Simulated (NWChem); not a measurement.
Species: C₄H₃Br; SMILES BrC(C#C)=C

```xyz
8

C      1.1264     2.6050    -0.0010
C      0.3351     1.6853    -0.0004
C     -0.5778     0.5974     0.0000
C     -1.9117     0.7124     0.0001
Br     0.2379    -1.1202     0.0003
H      1.8248     3.4217    -0.0016
H     -2.3665     1.7057     0.0001
H     -2.5594    -0.1656     0.0000
```
Atoms are numbered in this order, from 1.

Results from NWChem. Geometry: optimised at PBE0/def2-SVP. Level: M05-2X/def2-SVP with SMD (1 M gas to 1 M solution), gas-phase geometry.

| solvent | dielectric constant | solvation free energy (kcal/mol) | cavity-dispersion-structure term (kcal/mol) | dipole in solution (D) |
|---|---|---|---|---|
| water | 78.4 | -0.8 | 3.9 | 2.05 |
| 1,4-dioxane | 2.21 | -2.1 | 0.3 | 1.77 |
| 2-propanol | 19.3 | -4.1 | 0.3 | 2.02 |
| n-hexane | 1.88 | -4.1 | -2.0 | [?] |
| 1-propanol | 20.5 | -4.0 | 0.5 | 2.02 |
| toluene | 2.37 | -4.3 | -1.8 | 1.79 |

Some entries are withheld; supply them.


- n-hexane, dipole in solution (D): 1.73
